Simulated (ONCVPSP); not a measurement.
## Plane-wave convergence, ONCV potential for holmium

Ho, optimised norm-conserving Vanderbilt (ONCV), made with ONCVPSP 4.0.1 (PBE, fully relativistic). Core [Kr] 4d10 4f10, reference 5s2 5p6 5d1 6s2. Waves: 5s+6s: rc 2.40 bohr, ncon 4, nbas 8, qcut 4.8 1/bohr, 2 projectors; 5p: rc 1.70 bohr, ncon 4, nbas 8, qcut 5 1/bohr, 2 projectors, debl 3.6 Ha; 5d: rc 2.65 bohr, ncon 4, nbas 9, qcut 6.3 1/bohr, 2 projectors, debl 0.4 Ha. Local part: polynomial inside 1.30 bohr (lpopt 1, dvloc0 0 Ha). Core correction: polynomial model core, fcfact 0.75.

Open shells are filled in proportion to 2j + 1.

Problem. For each optimised wave give the share of its norm inside rc, the residual kinetic energy above qcut (Ha) and the cutoffs (Ha) for errors of 10, 1, 0.1 and 0.01 mHa per electron.

Solution.

```
               wave  norm inside rc  residual KE  10 mHa  1 mHa  0.1 mHa  0.01 mHa
                 5s           0.986      3.2e-06     3.3    4.5      8.5      10.8
                 6s           0.117      1.5e-05     2.6    5.7      9.5      12.5
           5p j=3/2           0.685      1.8e-03     5.7   20.9     66.1      77.4
p projector 2 j=3/2           0.091      4.6e-03     9.4   24.6     74.0      90.0
           5p j=1/2           0.756      1.2e-03     6.4   13.7     64.5      76.5
p projector 2 j=1/2           0.101      3.5e-03     7.8   22.3     77.0      92.0
           5d j=5/2           0.521      4.0e-09     6.7    9.5     12.2      14.4
d projector 2 j=5/2           0.206      2.6e-09     6.6    9.5     12.0      14.3
           5d j=3/2           0.558      5.4e-09     7.0   10.0     12.6      14.8
d projector 2 j=3/2           0.198      3.7e-09     6.8    9.8     12.4      14.6
```

The occupied waves need 21 Ha and 66 Ha for 1 and 0.1 mHa. Note: no bound ghost flagged; GHOST(+) flagged for s at 72.2 eV. 1 of 4 tests not solved or not reliable.
